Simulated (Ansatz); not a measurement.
ClGeH₄Sn, SMILES `[Cl][SnH][GeH3]` radical. Total charge 0; spin multiplicity 2. Sn: def2 effective core potential. All single points use the PBE0-D4/def2-TZVP geometry.

```xyz
7

Cl    2.157    1.710   -1.042
Sn    1.306    0.441    0.750
Ge   -0.800   -0.771   -0.264
H     0.927    1.647    1.931
H    -1.796    0.271   -0.800
H    -0.326   -1.680   -1.404
H    -1.468   -1.617    0.830
```

Problem. What is the dipole moment at ωB97M-V/def2-TZVPP? (Best estimate.)

Solution. Computed: 2.76 D, with components (-1.25, -1.85, 1.62) D in this frame, pointing from negative to positive charge.

Problem. And with PBE, r2SCAN, B3LYP? (An estimate is asked.)

Solution. Ansatz gave: PBE 2.49 D, r2SCAN 2.64 D, B3LYP 2.66 D.

Problem. Give the Mulliken charges with ωB97M-V, PBE, r2SCAN in def2-TZVPP. (Estimate.)

Solution. Computed: 
```csv
atom,ωB97M-V,PBE,r2SCAN
Cl1,-0.36,-0.36,-0.39
Sn2,0.41,0.45,0.47
Ge3,-0.06,-0.01,0.03
H4,-0.08,-0.11,-0.11
H5,0.04,0.01,0.01
H6,0.03,0.01,0.00
H7,0.02,0.00,-0.01
```

B3LYP here is the variant with VWN-RPA as its local correlation; programs differ in this.
